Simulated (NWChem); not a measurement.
System: CH$_{6}$N$_{2}$Si$_{2}$; SMILES N[Si@H]1N=C[SiH2]1

Input file for NWChem:

```
start job
memory heap 200 mb stack 900 mb global 1100 mb
geometry units angstroms noautosym nocenter noautoz
  N      0.450862    -2.171502     0.522667
  Si    -0.062668    -0.803874    -0.374868
  N     -1.536790     0.110277     0.157592
  C     -1.109281     1.318883     0.257221
  Si     0.799346     1.347616     0.000826
  H      0.156588    -3.107084     0.267920
  H      0.703692    -2.108393     1.501432
  H     -0.271378    -1.279232    -1.773465
  H     -1.816203     2.140759     0.488713
  H      1.539339     1.593774     1.282484
  H      1.383018     2.264263    -1.032893
end
basis spherical
  * library sto-3g
end
dft
  xc hfexch
  iterations 150
end
property
  shielding
end
task dft property
```

Parts of the log:

```
             Northwest Computational Chemistry Package (NWChem) 7.3.0
             --------------------------------------------------------

                             Geometry "geometry" -> ""
                             -------------------------

 Output coordinates in angstroms (scale by  1.889725989 to convert to a.u.)

  No.       Tag          Charge          X              Y              Z
 ---- ---------------- ---------- -------------- -------------- --------------
    1 N                    7.0000     0.45086200    -2.17150200     0.52266700
    2 Si                  14.0000    -0.06266800    -0.80387400    -0.37486800
    3 N                    7.0000    -1.53679000     0.11027700     0.15759200
    4 C                    6.0000    -1.10928100     1.31888300     0.25722100
    5 Si                  14.0000     0.79934600     1.34761600     0.00082600
    6 H                    1.0000     0.15658800    -3.10708400     0.26792000
    7 H                    1.0000     0.70369200    -2.10839300     1.50143200
    8 H                    1.0000    -0.27137800    -1.27923200    -1.77346500
    9 H                    1.0000    -1.81620300     2.14075900     0.48871300
   10 H                    1.0000     1.53933900     1.59377400     1.28248400
   11 H                    1.0000     1.38301800     2.26426300    -1.03289300

 Effective nuclear repulsion energy (a.u.)     273.9834726139

  xc_inp: hfexch multiplicative factor not found.
                              NWChem Property Module
                              ----------------------

  itol2e modified to match energy
  convergence criterion.

                                 NWChem DFT Module
                                 -----------------

 Summary of "ao basis" -> "ao basis" (spherical)
 ------------------------------------------------------------------------------
       Tag                 Description            Shells   Functions and Types
 ---------------- ------------------------------  ------  ---------------------
 N                           sto-3g                  3        5   2s1p
 Si                          sto-3g                  5        9   3s2p
 C                           sto-3g                  3        5   2s1p
 H                           sto-3g                  1        1   1s

  itol2e modified to match energy
  convergence criterion.

            General Information
            -------------------
          SCF calculation type: DFT
          Wavefunction type:  closed shell.
          No. of atoms     :    11
          No. of electrons :    54
           Alpha electrons :    27
            Beta electrons :    27
          Charge           :     0
          Spin multiplicity:     1
          Use of symmetry is: off; symmetry adaption is: off
          Maximum number of iterations: 150
          AO basis - number of functions:    39
                     number of shells:    25
          Convergence on energy requested:  1.00D-07
          Convergence on density requested:  1.00D-05
          Convergence on gradient requested:  5.00D-04

              XC Information
              --------------
                     Hartree-Fock (Exact) Exchange  1.000

      Superposition of Atomic Density Guess
      -------------------------------------

 Sum of atomic energies:        -718.11207965

      Non-variational initial energy
      ------------------------------

 Total energy =    -718.560459
 1-e energy   =   -1548.518889
 2-e energy   =     555.974957
 HOMO         =      -0.073961
 LUMO         =       0.194014

   convergence    iter        energy       DeltaE   RMS-Dens  Diis-err
 ---------------- ----- ----------------- --------- --------- ---------
 d= 0,ls=0.0,diis     1   -719.4493750635 -9.93D+02  2.74D-02  5.61D-01
 d= 0,ls=0.0,diis     2   -719.5214943359 -7.21D-02  1.13D-02  2.33D-01
 d= 0,ls=0.0,diis     3   -719.5532505418 -3.18D-02  2.87D-03  3.86D-03
 d= 0,ls=0.0,diis     4   -719.5546403579 -1.39D-03  1.37D-03  8.60D-04
 d= 0,ls=0.0,diis     5   -719.5548994570 -2.59D-04  6.88D-04  1.03D-04
  Resetting Diis
 d= 0,ls=0.0,diis     6   -719.5549488492 -4.94D-05  1.66D-04  6.09D-06
 d= 0,ls=0.0,diis     7   -719.5549518904 -3.04D-06  3.38D-05  4.82D-07
 d= 0,ls=0.0,diis     8   -719.5549521076 -2.17D-07  2.92D-05  1.25D-07
 d= 0,ls=0.0,diis     9   -719.5549521920 -8.44D-08  8.26D-06  2.28D-08

         Total DFT energy =     -719.554952192011
      One electron energy =    -1544.944006670934
           Coulomb energy =      613.041671803288
    Exchange-Corr. energy =      -61.636089938220
 Nuclear repulsion energy =      273.983472613856

 Numeric. integr. density =        0.000000000000

                       DFT Final Molecular Orbital Analysis
                       ------------------------------------

 Vector   25  Occ=2.000000D+00  E=-3.271961D-01
              MO Center= -9.8D-01,  5.6D-01,  1.9D-01, r^2= 2.5D+00
   Bfn.  Coefficient  Atom+Function         Bfn.  Coefficient  Atom+Function
  ----- ------------  ---------------      ----- ------------  ---------------
    19      0.587157   3 N  pz               24      0.567973   4 C  pz
    38     -0.210241  10 H  s                 3      0.165777   1 N  px
    36      0.153673   8 H  s                39      0.141955  11 H  s
     4     -0.122318   1 N  py               18     -0.111353   3 N  py
    33     -0.086870   5 Si pz               22      0.084931   4 C  px

 Vector   26  Occ=2.000000D+00  E=-2.912600D-01
              MO Center=  1.1D-01,  2.5D-01, -9.1D-03, r^2= 3.5D+00
   Bfn.  Coefficient  Atom+Function         Bfn.  Coefficient  Atom+Function
  ----- ------------  ---------------      ----- ------------  ---------------
    32      0.414534   5 Si py               22      0.372125   4 C  px
    13     -0.335691   2 Si py                3      0.295856   1 N  px
    11     -0.294424   2 Si s                31     -0.220591   5 Si px
    37     -0.203520   9 H  s                21      0.199042   4 C  s
    36      0.189560   8 H  s                16      0.172358   3 N  s

[...]

          -----------------------------------------
          Chemical Shielding Tensors (GIAO, in ppm)
          -----------------------------------------

                                NWChem CPHF Module
                                ------------------

  scftype          =     RHF
  nclosed          =       27
  nopen            =        0
  variables        =      324
  # of vectors     =        3
  tolerance        = 0.10D-03
  level shift      = 0.00D+00
  max iterations   =       50
  max subspace     =       30

 SCF residual:    6.5760889107189477E-005

Iterative solution of linear equations
  No. of variables      324
  No. of equations        3
  Maximum subspace       30
        Iterations       50
       Convergence  1.0D-04

   iter   nsub   residual    time
   ----  ------  --------  ---------
     1      3    2.29D+00       2.8
     2      6    9.64D-01       3.0
     3      9    1.57D-01       3.2
     4     12    3.13D-02       3.3
     5     15    4.24D-03       3.5
     6     18    4.70D-04       3.7
     7     21    8.46D-05       3.8

      Atom:    1  N
        Diamagnetic
    297.9551     -2.5136     10.3013
     -2.5136    327.2406     -5.7469
     10.3013     -5.7469    316.7336

        Paramagnetic
     21.2609     23.9811      4.3450
     23.9811     23.1251     39.8067
      4.3450     39.8067     43.5119

        Total Shielding Tensor
    319.2160     21.4675     14.6463
     21.4675    350.3657     34.0598
     14.6463     34.0598    360.2455

           isotropic =     343.2757
          anisotropy =      81.8037

          Principal Components and Axis System
                 1           2           3
              397.8115    323.9690    308.0467

      1         0.3064      0.4150      0.8567
      2         0.6427      0.5737     -0.5078
      3         0.7022     -0.7062      0.0909

      Atom:    2  Si
        Diamagnetic
    866.5214     -2.6685     -0.2704
     -2.6685    871.9302     -0.8372
     -0.2704     -0.8372    864.3069

        Paramagnetic
   -270.2123     24.5964    -21.9104
     24.5964   -325.6003     -8.8223
    -21.9104     -8.8223   -386.5764

        Total Shielding Tensor
    596.3091     21.9279    -22.1808
     21.9279    546.3300     -9.6595
    -22.1808     -9.6595    477.7304

           isotropic =     540.1232
          anisotropy =     103.3352

          Principal Components and Axis System
                 1           2           3
              609.0133    538.0950    473.2612

      1         0.9193     -0.3583      0.1628
      2         0.3495      0.9334      0.0811
      3        -0.1810     -0.0177      0.9833

      Atom:    3  N
        Diamagnetic
    316.3991     -3.2967     -3.6355
     -3.2967    330.3847      5.0584
     -3.6355      5.0584    303.2871

        Paramagnetic
   -416.7627    171.9532    107.1126
    171.9532   -859.5535   -183.1475
    107.1126   -183.1475    -80.4375

        Total Shielding Tensor
   -100.3636    168.6564    103.4772
    168.6564   -529.1688   -178.0891
    103.4772   -178.0891    222.8497

           isotropic =    -135.5609
          anisotropy =    -749.6319

          Principal Components and Axis System
                 1           2           3
             -635.3155    275.1403    -46.5076

      1        -0.3328      0.1879      0.9241
      2         0.9145     -0.1746      0.3649
      3         0.2299      0.9665     -0.1138

      Atom:    4  C
        Diamagnetic
    263.1281     -0.1746     -3.5013
     -0.1746    263.9099      3.3709
     -3.5013      3.3709    242.7071

        Paramagnetic
   -275.4535     85.8657     48.9139
     85.8657   -206.6768    -39.1730
     48.9139    -39.1730    -75.2061

        Total Shielding Tensor
    -12.3254     85.6911     45.4126
     85.6911     57.2331    -35.8021
     45.4126    -35.8021    167.5010

           isotropic =      70.8029
          anisotropy =     165.3411

          Principal Components and Axis System
                 1           2           3
              181.0303    114.6690    -83.2906

      1         0.1497      0.5732      0.8056
      2        -0.1777      0.8171     -0.5484
      3         0.9726      0.0610     -0.2242

      Atom:    5  Si
        Diamagnetic
    871.3030      0.7321     -0.6479
      0.7321    870.5455      0.6561
     -0.6479      0.6561    865.9443

        Paramagnetic
   -270.2293    -64.0364    -34.7436
    -64.0364   -241.7057     64.4309
    -34.7436     64.4309   -433.0006

        Total Shielding Tensor
    601.0736    -63.3043    -35.3914
    -63.3043    628.8398     65.0869
    -35.3914     65.0869    432.9437

           isotropic =     554.2857
          anisotropy =     218.2248

          Principal Components and Axis System
                 1           2           3
              699.7689    551.2429    411.8454

      1        -0.5861      0.8050      0.0923
      2         0.7658      0.5876     -0.2613
      3         0.2646      0.0824      0.9608

      Atom:    6  H
        Diamagnetic
     23.4819      3.3871      2.3090
      3.3871     44.2007      2.4784
      2.3090      2.4784     25.4182

        Paramagnetic
      2.7455      0.9625      0.5061
      0.9625      0.9999      1.3979
      0.5061      1.3979      4.1494

        Total Shielding Tensor
     26.2274      4.3495      2.8151
      4.3495     45.2006      3.8763
      2.8151      3.8763     29.5676

           isotropic =      33.6652
          anisotropy =      20.3762

          Principal Components and Axis System
                 1           2           3
               47.2493     29.3348     24.4115

      1         0.2276      0.3584      0.9054
      2         0.9429     -0.3131     -0.1131
      3         0.2430      0.8795     -0.4093

      Atom:    7  H
        Diamagnetic
     23.8972     -1.1075      6.6798
     -1.1075     27.9591     -1.9695
      6.6798     -1.9695     41.5697

        Paramagnetic
      2.5772      1.3637     -0.5369
      1.3637      2.7600      2.4324
     -0.5369      2.4324      3.4810

        Total Shielding Tensor
     26.4744      0.2562      6.1429
      0.2562     30.7191      0.4630
      6.1429      0.4630     45.0507

           isotropic =      34.0814
          anisotropy =      19.2501

          Principal Components and Axis System
                 1           2           3
               46.9148     30.7046     24.6248

      1         0.2880      0.0084      0.9576
      2         0.0319      0.9993     -0.0184
      3         0.9571     -0.0359     -0.2876

      Atom:    8  H
        Diamagnetic
     26.0533      0.1609      1.5957
      0.1609     29.7423      4.6165
      1.5957      4.6165     39.3624

        Paramagnetic
      0.8819     -0.0442      0.3908
     -0.0442     -1.6193     -3.1741
      0.3908     -3.1741     -4.4328

        Total Shielding Tensor
     26.9352      0.1167      1.9865
      0.1167     28.1230      1.4423
      1.9865      1.4423     34.9297

           isotropic =      29.9959
          anisotropy =       8.5075

          Principal Components and Axis System
                 1           2           3
               35.6676     27.8834     26.4368

      1         0.2203     -0.1867      0.9574
      2         0.1864      0.9715      0.1466
      3         0.9574     -0.1462     -0.2488

      Atom:    9  H
        Diamagnetic
     33.7791     -8.4483     -2.6925
     -8.4483     36.2693      3.0230
     -2.6925      3.0230     25.0553

        Paramagnetic
     -9.7337     10.9116      3.6288
     10.9116    -16.5987     -4.8984
      3.6288     -4.8984      0.4720

        Total Shielding Tensor
     24.0454      2.4632      0.9362
      2.4632     19.6706     -1.8754
      0.9362     -1.8754     25.5273

           isotropic =      23.0811
          anisotropy =       4.5518

          Principal Components and Axis System
                 1           2           3
               26.1156     25.1453     17.9823

      1         0.1867      0.8983     -0.3978
      2        -0.2080      0.4319      0.8776
      3         0.9601     -0.0811      0.2675

      Atom:   10  H
        Diamagnetic
     31.4957      2.1676      6.2571
      2.1676     28.2413      2.4857
      6.2571      2.4857     35.1741

        Paramagnetic
     -1.1367     -0.2607     -2.9749
     -0.2607      0.7150     -0.6169
     -2.9749     -0.6169     -3.1246

        Total Shielding Tensor
     30.3590      1.9069      3.2822
      1.9069     28.9563      1.8687
      3.2822      1.8687     32.0495

           isotropic =      30.4549
          anisotropy =       7.7816

          Principal Components and Axis System
                 1           2           3
               35.6427     28.2014     27.5207

      1         0.5829      0.3405      0.7378
      2         0.3686      0.6984     -0.6135
      3         0.7241     -0.6296     -0.2815

      Atom:   11  H
        Diamagnetic
     29.6439      4.0716     -4.0819
      4.0716     32.4086     -5.5568
     -4.0819     -5.5568     32.1412

        Paramagnetic
      0.0150     -1.3479      1.7552
     -1.3479     -0.9721      2.2333
      1.7552      2.2333     -2.8255

        Total Shielding Tensor
     29.6588      2.7237     -2.3267
      2.7237     31.4365     -3.3236
     -2.3267     -3.3236     29.3156

           isotropic =      30.1370
          anisotropy =       8.6576

          Principal Components and Axis System
                 1           2           3
               35.9087     27.6864     26.8159

[...]
```

Level: Hartree-Fock/STO-3G, GIAO. STO-3G and 3-21G are far too small for this property and stand as cheap habits. Structure relaxed at the PBE0/def2-SVP level. The printed shielding anisotropy is the first printed principal value minus the mean of the other two.
